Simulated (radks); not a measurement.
The numbers below are computed, except where a source is named.
Coulomb parameter of the 3d shell of the nickel ion Ni+ in the model configuration [Ar] 3d8 4p1, as a second difference U = [E(n + 0.5) + E(n - 0.5) - 2 E(n)] / (0.5)^2 with all orbitals relaxed. "Bare": the charge of the atom changes with n. "Screened": the 4p shell takes up the change at fixed total charge, which measures U(3d,3d) + U(4p,4p) - 2 U(3d,4p). Level of theory: scalar-relativistic Kohn-Sham, LDA (Slater exchange, Perdew-Wang correlation), spin-unpolarised, spherical densities, finite nucleus; Fermi nuclear charge, rms radius 3.7757 fm (a radial shooting solver on a logarithmic mesh with Libxc functionals).

case              configuration  E - E(n) (eV)
start              [Ar] 3d8 4p1          0.000
bare +0.5        [Ar] 3d8.5 4p1         -8.108
bare -0.5        [Ar] 3d7.5 4p1         11.889
screened +0.5  [Ar] 3d8.5 4p0.5         -4.970
screened -0.5  [Ar] 3d7.5 4p1.5          6.262

U(bare) = 15.122 eV, U(screened by 4p) = 5.168 eV, against the Slater integral F0(3d,3d) = 25.946 eV with frozen orbitals.
